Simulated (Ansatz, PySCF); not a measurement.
Pt(Cl)(CO)2 (C₂ClO₂Pt), SMILES [O+]#[C-]->[Pt]([Cl])<-[C-]#[O+] (connectivity only; charge and spin as stated), neutral, multiplicity 2. Atoms are numbered in the order given.

```xyz
6

Pt     0.1535     0.0374     0.0000
Cl     0.1584     2.3298     0.0000
O     -2.6647    -1.1344     0.0000
C     -1.6649    -0.5942     0.0000
O      1.5435    -2.6606     0.0000
C      1.0563    -1.6311     0.0000
```
Charge 0, spin multiplicity 2.

The structure is a stationary point at PBE0-D3(BJ)/def2-SVP. The spin state was assumed, not searched. The isomer is the one that the SMILES or the coordinates give; other isomers of the formula were not compared. The def2 effective core potentials stand for the cores of Pt; spin–orbit coupling is left out.

Two levels are set side by side: PBE-D3(BJ)/def2-SVP (Ansatz, a program for electronic structure) and PBE0-D3(BJ)/def2-SVP (Ansatz). Each level has its own optimised geometry; the coordinates shown are those of the second. Frequencies come from the Hessian of PySCF at each geometry. Differences are taken from unrounded values.

```csv
quantity,PBE0-D3(BJ),PBE-D3(BJ),PBE-D3(BJ) minus PBE0-D3(BJ)
mean bond length (Å),1.678,1.685,0.007
bond Pt1–Cl2 (Å),2.292,2.305,0.013
bond Pt1–C4 (Å),1.925,1.912,-0.013
bond Pt1–C6 (Å),1.897,1.893,-0.004
bond O3–C4 (Å),1.136,1.156,0.020
bond O5–C6 (Å),1.139,1.157,0.018
highest harmonic wavenumber (cm⁻¹),2214,2082,-132
mean harmonic wavenumber (cm⁻¹),599,576,-23
zero-point energy (kcal/mol),10.28,9.88,-0.40
```

Exact exchange shortens and stiffens bonds; PBE has none. Differences between two approximate levels are no errors against the true value.
